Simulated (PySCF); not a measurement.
# Bond lengths and vibrations by method: BCH4 cation

All numbers below are calculated, not measured. They come from PySCF 2.14.0, an open-source quantum chemistry program, on an isolated molecule that a program drew, which may never have been made. The molecule is BCH4 cation (charge +1, singlet), drawn as the SMILES string `[BH+]C`.

The geometry was optimised and harmonic frequencies were computed with HF and MP2, all in the cc-pVDZ basis, for the commonest isotopes, with a restricted reference for singlets and an unrestricted one otherwise, and a frozen core in MP2. Each result is a local minimum of its method.

Geometry at the HF minimum:
```xyz
6
BCH4 cation, angstrom
B     1.0518    0.2986   -2.0885
C    -0.0025    0.0648   -1.0719
H     1.8871    0.4839   -2.8939
H     0.4523   -0.3249   -0.1511
H    -0.5180    1.0092   -0.8508
H    -0.7292   -0.6644   -1.4547
```

Lengths of the bonds as drawn, in Å (atoms numbered as above):
| bond | HF | MP2 |
|---|---|---|
| B1-C2 | 1.483 | 1.476 |
| B1-H3 | 1.175 | 1.184 |
| C2-H4 | 1.098 | 1.110 |
| C2-H5 | 1.098 | 1.110 |
| C2-H6 | 1.098 | 1.110 |

Rotational constants, in GHz:
| constant | HF | MP2 |
|---|---|---|
| A | 156.2 | 153 |
| B | 23.47 | 23.53 |
| C | 23.47 | 23.53 |

Harmonic frequencies in cm^-1, each column in rising order, so a row needn't be the same motion in every method:
```
rank,HF,MP2
1,551,476
2,551,477
3,990,931
4,990,931
5,1106,1100
6,1427,1327
7,1458,1339
8,1458,1339
9,2965,2883
10,3127,?
11,3222,3134
12,3222,3134
```

**Estimate the missing MP2 frequency from the HF column.**

A single factor s that minimises the squared misfit of MP2 against s times HF over the other rows is sum(HF x MP2) / sum(HF^2) = 0.9620, with an rms misfit of 44 cm^-1. For rank 10 it gives 0.9620 x 3127 = 3008 cm^-1. The calculation gives 3027 cm^-1, 19 cm^-1 above the estimate. The drawn bonds are on average 0.7 % longer in MP2 than in HF.
